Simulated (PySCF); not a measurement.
From one molecule to another.

First species: C₅H₈F (charge +1).
Atom-mapped SMILES: `[CH2:1]=[CH:2][CH+:3][CH2:4][CH2:5][F:6]` (hydrogens: H7, H8 on C1; H9 on C2; H10 on C3; H11, H12 on C4; H13, H14 on C5)

Second species: C4H9ClO2Si.
InChI=1S/C4H9ClO2Si/c1-2-6-4(3-5)7-8/h2,4H,1,3H2,8H3/t4-/m1/s1

Levels: wB97X-D/def2-SVPD for HOMO energy, LUMO energy, HOMO–LUMO gap, static isotropic polarisability and electronic spatial extent ⟨r²⟩ about the centre of nuclear charge; TDDFT wB97X-D/def2-SVPD for lowest singlet excitation; TDA wB97X-D/def2-SVPD for lowest triplet excitation (Tamm–Dancoff); GFN2-xTB for rotational constant A and rotational constant C. Geometries: GFN2-xTB. All species are isolated and taken at one optimised geometry, non-relativistic unless stated; the electronic structure was computed with PySCF and density fitting.

Dipoles, sizes and rotational constants follow the conformer. The torsions of the flexible species, by atom-mapped SMILES:
- `[CH2:1]=[CH:2][CH+:3][CH2:4][CH2:5][F:6]`: C1–C2–C3–C4 -178°, C2–C3–C4–C5 -155°, C3–C4–C5–F6 -40°
- `[CH2:1]=[CH:2][O:3][C@@H:4]([CH2:5][Cl:6])[O:7][SiH3:8]`: C1–C2–O3–C4 1°, C2–O3–C4–C5 171°, O3–C4–C5–Cl6 -167°, O3–C4–O7–Si8 174°

```json
{"property": "HOMO energy", "column X": "-9.02 eV", "column Y": "-15.91 eV"}
{"property": "LUMO energy", "column X": "1.84 eV", "column Y": "-7.50 eV"}
{"property": "HOMO–LUMO gap", "column X": "10.86 eV", "column Y": "8.41 eV"}
{"property": "lowest singlet excitation", "column X": "7.06 eV", "column Y": "4.54 eV"}
{"property": "lowest triplet excitation (Tamm–Dancoff)", "column X": "4.64 eV", "column Y": "2.78 eV"}
{"property": "static isotropic polarisability", "column X": "94.0 au", "column Y": "62.3 au"}
{"property": "electronic spatial extent ⟨r²⟩ about the centre of nuclear charge", "column X": "1595 bohr²", "column Y": "790 bohr²"}
{"property": "rotational constant A", "column X": "1.920 GHz", "column Y": "10.022 GHz"}
{"property": "rotational constant C", "column X": "0.710 GHz", "column Y": "1.412 GHz"}
```

Problem. Which column belongs to which species?

Solution. Column X is the second species and column Y the first. The first has 14 atoms and 46 electrons, the second 17 and 80; their charges are +1 and 0, their HOMO energies -15.91 eV and -9.02 eV.

Problem. How does each property change from the first species to the second?

Solution. HOMO energy +6.89 eV; LUMO energy +9.34 eV; HOMO–LUMO gap +2.45 eV; lowest singlet excitation +2.52 eV; lowest triplet excitation (Tamm–Dancoff) +1.86 eV; static isotropic polarisability +31.7 au; electronic spatial extent ⟨r²⟩ about the centre of nuclear charge +805 bohr²; rotational constant A -8.102 GHz; rotational constant C -0.702 GHz.

On the first: The principal polarisabilities are 40.9, 50.2 and 95.8 au; their mean is the isotropic value. The polarisability is 9.23 Å³ as a volume (1 au = 0.148185 Å³), or 1.35 au for each of the 46 electrons.

On the second: The principal polarisabilities are 79.4, 95.3 and 107.2 au; their mean is the isotropic value. The polarisability is 13.92 Å³ as a volume (1 au = 0.148185 Å³), or 1.17 au for each of the 80 electrons.
